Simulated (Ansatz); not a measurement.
Isolated molecules relaxed with PBE0-D4/def2-TZVP in Ansatz; ΔE leaves out vibrations. CCSD(T)/CBS is the MP2 limit (def2-TZVPP, def2-QZVPP) plus CCSD(T) − MP2 in def2-TZVPP, frozen cores. Functionals use def2-TZVPP. Each species was taken in one conformer, which may not be the lowest.

Reaction (redistribution): `C=CB(N)[SiH2]F` + `CO[SiH2]S[SiH3]` → `CO[SiH2]S[SiH2]F` + `C=CB(N)[SiH3]`

Q: Is it downhill or uphill in electronic energy at CCSD(T)/CBS, and by how much? (Best estimate.)

A: Ansatz gave: Downhill: ΔE = -9.8 kJ/mol.

Q: What do these levels give: ωB97X-V, PBE, HF/def2-TZVPP, SCS-MP2/def2-TZVPP, HF/def2-QZVPP, HF/CBS(def2)? (An estimate is asked.)

A: Computed: ωB97X-V -10.5, PBE -9.0, HF/def2-TZVPP -7.2, SCS-MP2/def2-TZVPP -9.2, HF/def2-QZVPP -6.9, HF/CBS(def2) -6.9 kJ/mol.

Largest T1 diagnostic among the species: 0.013.

In def2-TZVPP, CCSD(T) changes the Hartree–Fock value by −3.7 kJ/mol (the triples alone add −0.7 kJ/mol) and MP2 by −3.3 kJ/mol.
